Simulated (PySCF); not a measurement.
C7H7N2 (charge +1).
Cartesian coordinates in Å at the GFN2-xTB level; atoms count from 1:
```xyz
16
C7H7N2 angstrom
C     -2.241   -0.729    0.015
C     -0.901   -0.108    0.034
C     -0.701    1.260    0.232
C      0.579    1.783    0.239
C      1.676    0.944    0.049
C      1.445   -0.406   -0.145
C      2.504   -1.333   -0.347
N      3.356   -2.078   -0.509
N      0.178   -0.881   -0.145
H     -2.854   -0.278   -0.767
H     -2.756   -0.544    0.958
H     -2.196   -1.802   -0.154
H     -1.559    1.898    0.378
H      0.734    2.840    0.393
H      2.685    1.324    0.049
H      0.042   -1.881   -0.292
```

Computed at PBE0/pcSseg-1 (PySCF, non-relativistic), with Q(14N) = 0.02044 b: N8, 14N (I = 1): χzz = -5.391 MHz, η = 0.029; N9, 14N (I = 1): χzz = -1.592 MHz, η = 0.345.

Q: Where would the pure quadrupole (NQR) lines of 14N at N8 fall for the rigid, isolated species?

A: From ν± = (3/4)|χ|(1 ± η/3) and ν0 = |χ|η/2: ν+ 4.082 MHz, ν− 4.004 MHz, ν0 0.078 MHz (nitrile nitrogen).

Q: Where would the pure quadrupole (NQR) lines of 14N at N9 fall for the rigid, isolated species?

A: From ν± = (3/4)|χ|(1 ± η/3) and ν0 = |χ|η/2: ν+ 1.332 MHz, ν− 1.057 MHz, ν0 0.275 MHz (pyridinium-type nitrogen).

In a crystal, neighbours and librations shift these lines. GFN2-xTB bond lengths can be off by several hundredths of an ångström, more for odd bonds, and the gradients follow them. These gradients aren't converged with respect to the basis.
